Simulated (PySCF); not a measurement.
**PtN₂⁻, quartet: molecular constants**

All numbers come from UPBE0 in PySCF with Pt def2-SVPD with ECP60, N def2-SVPD; scalar-relativistic core potentials, no spin–orbit coupling; density-fitted integrals.

The structure is a minimum.

Coordinates in bohr (charge -1 multiplicity 4):
```
Pt    0.0000    0.0000   -0.2017
N     3.0248    0.0000    1.4039
N    -3.0248    0.0000    1.4039
```

```
Point group                                                                   : C2v
Bond lengths                                                                  : Pt–N 1.812 Å (×2)
Bond angles                                                                   : N–Pt–N 124.1°
Heat capacity Cp at 298.15 K                                                  : 48.1 J/(mol K)
Principal quadrupole moments (Buckingham, traceless) about the centre of mass : -10.18, 2.69, 7.49 D Å
Dipole moment about the centre of mass                                        : 2.62 D
Lowest empty level (β)                                                        : 2.18 eV
Entropy at 298.15 K and 1 bar (electronic part: spin only)                    : 289.9 J/(mol K)
Principal polarisabilities                                                    : 49.9, 60.6, 100.5 bohr³
Rotational constants                                                          : 0.9537, 0.2349, 0.1885 cm⁻¹
Enthalpy at 298.15 K above 0 K                                                : 11.95 kJ/mol
Rotational symmetry number                                                    : 2
Spin squared ⟨S²⟩                                                             : 3.880
Highest occupied level (α)                                                    : -0.35 eV
Zero-point energy                                                             : 9.5 kJ/mol
```

Harmonic modes (masses in u: Pt 194.965, N 14.003):
```csv
symmetry,ω (cm⁻¹),IR (km/mol)
a1,225,5.1
b2,583,7.4
a1,782,3.1
```

In C2v the vibrations span 2a1 + b2. Here b1 is antisymmetric to the molecular plane and b2 lies in it.

Charges (e); Mulliken and Löwdin values are unreliable with diffuse functions:
```json
{"atom": "Pt1", "Mulliken": "-0.18", "Löwdin": "-0.23", "polar tensor": "-0.60", "spin (Mulliken)": "0.47", "Mayer order to Pt1": "–"}
{"atom": "N2,3", "Mulliken": "-0.41", "Löwdin": "-0.38", "polar tensor": "-0.20", "spin (Mulliken)": "1.26", "Mayer order to Pt1": "1.64"}
```

Mulliken populations on Pt1 (electrons outside its core potential): s 3.29, p 6.49, d 8.36, f 0.04.

Formally Pt is in oxidation state +5, d5, with 3 unpaired electrons (the high-spin count would be 5). The Mulliken spin on Pt is 0.47, so most of the spin sits on the ligands and the formal count fails. The polar-tensor charge on Pt, -0.60, is far below the formal one.

This need not be the most stable arrangement of these atoms. Open d and f shells are described by one determinant, and the ground state may have another occupation or spin. The lowest empty level of this anion is unbound, so it and the gap depend on the basis. With an element this heavy the missing spin–orbit coupling can shift these numbers.

The final relaxation and frequency run took 35 s on 2 threads of a shared Arm Neoverse N1 host, with 75 basis functions and 7 gradients; the process peaked at 0.74 GiB. Launch command: `OMP_NUM_THREADS=2 python axn.py task.json out`.
